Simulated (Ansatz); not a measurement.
Species: GaH, charge 0, singlet. GaH (SMILES [GaH]).
B3LYP-D3(BJ)/def2-TZVP minimum from Ansatz (a first-principles code):
```
Ga
H 1 1.6890
```

Hartree-Fock and CCSD correlation energies in hartree (Ansatz). UHF or UKS for unpaired electrons; spin-orbit terms are left out. Cores are frozen in correlated methods (noble-gas shells, and filled d and f shells in the p block). No relativity.

```json
[
 {"basis": "cc-pVTZ", "X": "3", "E(HF)": "-1923.83746", "E(corr, CCSD)": "-0.07800"},
 {"basis": "cc-pVQZ", "X": "4", "E(HF)": "-1923.84009", "E(corr, CCSD)": "-0.08075"},
 {"basis": "cc-pV5Z", "X": "5", "E(HF)": "-1923.84045", "E(corr, CCSD)": "withheld"}
]
```

Problem. Fit E(corr) = E∞ + A/X³ to X = 3 and 4, predict X = 5, and compare with the run.

Solution. A = (-0.07800 - (-0.08075))/(1/27 - 1/64) = 0.1284; E∞ = -0.08075 - A/64 = -0.08276; at X = 5, E∞ + A/125 = -0.08173. The run gave -0.08143, 0.30 mEh above the prediction. The same form on X = 4 and 5 gives E∞ = -0.08214, 0.61 mEh above the first estimate.
